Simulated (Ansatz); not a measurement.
Cu₂H₃, relaxed as a quartet with UKS PBE-D4/def2-TZVP in Ansatz, starting from the PBE-D4/def2-TZVP geometry of the neutral doublet. Force threshold 0.02 eV/Å.

At PBE-D4/def2-TZVP a doublet of charge 0 lies 2.85 eV below the quartet, each at its own geometry. The structure comes from a short search, and lower isomers may exist.

Start:

```xyz
5

Cu    0.1095   -0.9990   -0.6572
Cu   -0.5095    0.8622    0.6626
H     1.4236   -1.4448   -1.2413
H     0.2701    2.0242    1.2185
H    -1.2937   -0.4426    0.0175
```

Estimate the energy that the relaxation releases and the steps that it takes.

216.1 kJ/mol, in 12 steps; 18 s on 4 threads of Arm Neoverse V2 on a shared host. No frequencies were taken in this run, so the end may be a saddle point.

Does the start keep its bonding and symmetry?

By distances, no bond broke or formed. The bond that changes most is Cu2–H5, from 1.65 to 1.75 Å (atoms count from 1). Point group C2v at the start, C2v at the end, both within 0.05 Å; within 0.015 Å the end is Cs.

Predict the relaxed structure.


Cartesian coordinates in Å:
```
Cu 0.8234 -0.6054 -0.8756
Cu 0.2051 1.2541 0.4431
H 0.3677 -2.0280 -1.2028
H -0.8703 1.6948 1.4370
H -0.5260 -0.3156 0.1984
```
Bond lengths (bridged metal pairs left out): 4 × Cu–H 1.53 to 1.75 Å.
